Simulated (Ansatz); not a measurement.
Reaction (ligand exchange at a Ge–O bond): `[OH][GeH]([F])[F]` + CH₃OH → `C[O][GeH]([F])[F]` + H₂O

Calculated with Ansatz (gas phase, PBE0-D4/def2-TZVP geometries, no zero-point term in ΔE). CBS: MP2 limit from def2 TZ/QZ plus the TZ coupled-cluster correction, frozen cores. This one scheme is used for every species. Functionals use def2-TZVPP. For Ge outer-core shells are correlated without core-valence functions, which leaves a few kJ/mol of doubt a bond. Scalar relativity is left out up to krypton. One conformer a species, not always the lowest.

```
            species  r2SCAN0 energy (Eh)
`[OH][GeH]([F])[F]`          -2353.16804
              CH₃OH           -115.69141
`C[O][GeH]([F])[F]`          -2392.44690
                H₂O            -76.41194
```

Task: Work out ΔE.

Result: ΔE = (-2392.44690) + (-76.41194) − (-2353.16804) − (-115.69141) = 0.00061 Eh = +1.6 kJ/mol. CCSD(T)/CBS gives -4.4 kJ/mol.

Task: What do rigid-rotor, harmonic-oscillator terms from PBE0-D4/def2-TZVP frequencies (298.15 K, 1 bar) make of the CCSD(T)/CBS value? (Estimate.)

Result: Computed: ΔZPE = -3.7 kJ/mol, ΔH = -5.2 kJ/mol, ΔS = -9 J/(mol·K), ΔG = -2.5 kJ/mol.

Largest T1 diagnostic among the species: 0.012.

At CCSD(T), def2-SVP lies +3.8 kJ/mol from the extrapolated value and def2-TZVPP +2.1 kJ/mol. The D4 term adds −4.9 kJ/mol with B3LYP and −2.8 kJ/mol with PBE0; it sums over pairs of atoms, weighted by their polarisabilities, and B3LYP, whose exchange is more repulsive, gets the larger term. Leaving LDA and LC-ωPBE aside and taking each functional with its dispersion term where it has one, the values, not all of them listed here, spread over 3.3 kJ/mol, from BLYP-D4 to B97M-V.

B3LYP here is the variant with VWN-RPA as its local correlation; programs differ in this.
